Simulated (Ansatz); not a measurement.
`[SiH3]NP` + `P[SiH2]Cl` → `PP` + `[SiH3]N[SiH2]Cl` at 700 K and 1 bar (redistribution).

Isolated molecules relaxed with PBE0-D4/def2-TZVP in Ansatz; ΔE leaves out vibrations. CBS: MP2 limit from def2 TZ/QZ plus the TZ coupled-cluster correction, frozen cores. This one scheme is used for every species. One conformer a species, not always the lowest.

```
          species  CCSD(T)/CBS energy (Eh)  H − E (kJ/mol)  S (J/(mol·K))
       `[SiH3]NP`               -688.33766           220.8          413.7
      `P[SiH2]Cl`              -1092.24436           153.5          399.5
             `PP`               -684.26248           137.7          339.9
`[SiH3]N[SiH2]Cl`              -1096.34659           237.1          470.7
```

H − E and S are ideal-gas, rigid-rotor, harmonic terms from PBE0-D4/def2-TZVP, for one conformer and one mirror image of each species. 1 Eh = 2625.50 kJ/mol, R = 8.31446 J/(mol·K).

Problem. By hand: ΔE, ΔH, ΔS and ΔG.

Solution. ΔE = (-684.26248) + (-1096.34659) − (-688.33766) − (-1092.24436) = -0.02705 Eh = -71.0 kJ/mol. Δ(H − E) = 137.7 + 237.1 − 220.8 − 153.5 = 0.5, so ΔH = -70.5 kJ/mol. ΔS = 339.9 + 470.7 − 413.7 − 399.5 = -2.6 J/(mol·K). ΔG = -70.5 − 700 × (-2.6)/1000 = -68.7 kJ/mol.

Problem. By hand: the equilibrium constant, and the temperature at which ΔG would vanish if ΔH and ΔS stayed fixed.

Solution. log₁₀ K = −ΔG/(RT ln 10) = 5.1. ΔG = 0 at ΔH/ΔS = 27115 K, far beyond where these terms or the molecules hold.

The number of gas molecules stays the same, so ΔS is small and ΔH decides. A doubt of 5 kJ/mol in ΔE shifts log₁₀ K by 0.4 here. Other conformers and mirror images would add mixing entropy, several J/(mol·K) or more a flexible species. Modes under 60 cm⁻¹, often nearly free rotors, make the harmonic entropy too high. These are equilibria of isolated gas molecules and say nothing of rates. Largest T1 diagnostic: 0.014 (customary marks: 0.02 for closed shells, 0.045 for open ones).
